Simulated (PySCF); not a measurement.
C8H11FO3.
Cartesian coordinates in Å at the PBE0-D3(BJ)/def2-SVP level; atoms count from 1:
```
atom  x, y, z in Å
C1     1.3945    1.7356    0.2035
C2     0.6768    0.3999    0.1811
O3     1.6150   -0.6679   -0.0515
C4     2.1832   -0.7822   -1.2471
O5     1.9596   -0.1062   -2.2109
C6    -0.0577    0.0920    1.5017
C7    -1.5137    0.0686    1.0320
F8    -2.3986    0.4103    1.9838
C9    -1.8464   -1.2307    0.2985
C10   -1.0888   -1.0046   -1.0236
C11   -0.5287    0.4132   -0.8067
O12   -1.5205    1.0294   -0.0015
H13    2.1365    1.7584    1.0156
H14    0.6549    2.5283    0.3814
H15    1.8957    1.9286   -0.7546
H16    2.9073   -1.6239   -1.2219
H17    0.2817   -0.8548    1.9398
H18    0.0679    0.8962    2.2392
H19   -2.9349   -1.2778    0.1555
H20   -1.5257   -2.1215    0.8548
H21   -1.7667   -1.0029   -1.8871
H22   -0.3095   -1.7525   -1.2145
H23   -0.3518    0.9966   -1.7150
```

NICS = −σ at a ghost point: NICS(0) at the centroid of the ring atoms, NICS(1) 1 Å to either side along the normal of their mean plane, zz for the tensor component along that normal. Level: GIAO KT3/pcSseg-1 (PySCF, non-relativistic, gas phase) on the PBE0-D3(BJ)/def2-SVP geometry, one conformer.

Ring bond lengths (Å): C2–C6 1.542, C6–C7 1.530, C7–O12 1.411, O12–C11 1.418, C11–C2 1.559; C7–C9 1.529, C9–C10 1.540, C10–C11 1.540, C11–O12 1.418, O12–C7 1.411.

Problem. Give the NICS values of each ring in ppm.

Solution. 
```json
{"ring": "C2–C6–C7–O12–C11", "type": "5-membered ring with O; formal bonds all single", "NICS(0)": "-8.0", "NICS(1), two faces": "-4.1 / -6.6", "NICS(1)zz, two faces": "-4.0 / -6.5", "rms pucker (Å)": "0.25", "centre to ring atoms, mean (Å)": "1.22"}
{"ring": "C7–C9–C10–C11–O12", "type": "5-membered ring with O; formal bonds all single", "NICS(0)": "-7.7", "NICS(1), two faces": "-6.2 / -3.4", "NICS(1)zz, two faces": "-8.4 / -5.1", "rms pucker (Å)": "0.24", "centre to ring atoms, mean (Å)": "1.22"}
```

Problem. What do they say, and how far can they be read as aromaticity?

Solution. 
- C2–C6–C7–O12–C11: mean NICS(1)zz -5.2 ppm, shielded. C2, C6, C7, C11 have four or more neighbours; no verdict on aromaticity is drawn. C10, outside the ring, lies only 1.28 Å from a NICS(1) probe, which then mostly feels that atom.
- C7–C9–C10–C11–O12: mean NICS(1)zz -6.7 ppm, shielded. C7, C9, C10, C11 have four or more neighbours, and the NICS criterion for π rings isn't applied. C6, outside the ring, lies only 1.28 Å from a NICS(1) probe, which then mostly feels that atom. The two faces differ by 3.3 ppm, so no symmetry operation interchanges them.

Problem. What is the mean of the two in-plane components of NICS at the first NICS(1) probe listed for ring C7–C9–C10–C11–O12, 1 Å off the ring?

Solution. The isotropic value is a third of the trace: (3 × -6.2 − (-8.4))/2 = -5.1 ppm.

Problem. List the ring angles.

Solution. 
- C2–C6–C7–O12–C11: C2 100.1°, C6 101.2°, C7 102.7°, O12 96.7°, C11 100.6°; sum 501.3° against 540° for a flat convex ring.
- C7–C9–C10–C11–O12: C7 103.1°, C9 100.4°, C10 101.1°, C11 103.0°, O12 96.7°; sum 504.3° against 540° for a flat convex ring.

Problem. How shielded are the nuclei of the rings and their hydrogens (means over atoms taken as equivalent)?

Solution. 
```csv
atoms,environment,σ isotropic (ppm),"principal values of the symmetric part, first atom (ppm)"
C2,sp3 carbon bound to oxygen,97.3,"79.1, 81.9, 131.0"
C6,ring CH2 carbon,134.2,"122.9, 128.1, 151.5"
C7,sp3 C–F carbon,63.5,"40.9, 48.3, 101.3"
C9,ring CH2 carbon,149.1,"135.3, 142.2, 169.8"
C10,ring CH2 carbon,156.1,"136.5, 158.9, 172.8"
C11,sp3 carbon bound to oxygen,104.3,"76.5, 97.2, 139.3"
O12,cyclic ether oxygen,188.4,"131.7, 191.1, 242.4"
H17,methylene hydrogen,29.48,"26.9, 27.8, 33.7"
H18,methylene hydrogen,29.65,"26.0, 29.1, 33.9"
H19,methylene hydrogen,29.66,"25.3, 27.2, 36.5"
H20,methylene hydrogen,29.72,"26.9, 27.2, 35.1"
H21,methylene hydrogen,29.46,"24.4, 27.2, 36.9"
H22,methylene hydrogen,29.55,"24.9, 29.3, 34.4"
H23,methine hydrogen,26.76,"23.8, 25.8, 30.7"
```

The list is cut; further classes of hydrogen are left out.

Problem. How do the values depend on the level or the medium?

Solution. 
```csv
level,"NICS(0), C2–C6–C7–O12–C11","mean NICS(1)zz, C2–C6–C7–O12–C11","NICS(0), C7–C9–C10–C11–O12","mean NICS(1)zz, C7–C9–C10–C11–O12"
"KT3/pcSseg-1, gas",-8.0,-5.2,-7.7,-6.7
"PBE0/pcSseg-1, gas",-8.6,-5.5,-8.2,-6.8
"PBE0/pcSseg-1, IEF-PCM benzene",-8.6,-5.5,-8.2,-6.8
```

The geometry is the same throughout; the continuum's cavity takes Bondi-type radii × 1.2.
